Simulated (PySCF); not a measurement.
Molecule: SMILES CCCN(C)[SiH3], C4H13NSi.

Geometry:
```csv
atom,x (Å),y (Å),z (Å)
C1,-2.100,0.612,-0.085
C2,-1.531,-0.762,0.226
C3,-0.121,-0.711,0.812
N4,0.851,-0.059,-0.042
C5,1.225,-0.789,-1.228
Si6,1.803,1.276,0.521
H7,-1.472,1.138,-0.820
H8,-2.141,1.241,0.819
H9,-3.120,0.547,-0.493
H10,-1.531,-1.383,-0.686
H11,-2.178,-1.293,0.945
H12,-0.160,-0.173,1.775
H13,0.211,-1.742,1.051
H14,0.368,-0.944,-1.908
H15,1.644,-1.788,-0.992
H16,1.988,-0.237,-1.797
H17,2.229,2.089,-0.660
H18,3.055,0.904,1.268
H19,0.961,2.093,1.446
```

Geometry PBE0-D3(BJ)/def2-SVP throughout; GIAO in PySCF, gas phase, one conformer, non-relativistic; equivalent atoms averaged; basis pcSseg-1.

For orientation, KT3 gives these absolute shieldings σ: C5 146.6, C2 159.2, C1 169.5, N4 247.1, Si6 410.4, H17/H18/H19 26.72, H12/H13 28.53, H14/H15/H16 28.86, H10/H11 29.93 ppm.

A run gave: C5 150.0, C2 162.7, C1 171.9, N4 261.6, Si6 401.6, H17/H18/H19 27.06, H12/H13 28.93, H14/H15/H16 29.11, H10/H11 30.19 ppm (absolute shieldings σ).

Which functional was used in that run?
A. CAM-B3LYP
B. B97-D
C. mPW1PW91
D. BHandHLYP

Answers

D. Si6 tells them apart best: BHandHLYP gives 401.6, mPW1PW91 gives 391.7, CAM-B3LYP gives 387.2, B97-D gives 392.8 ppm.
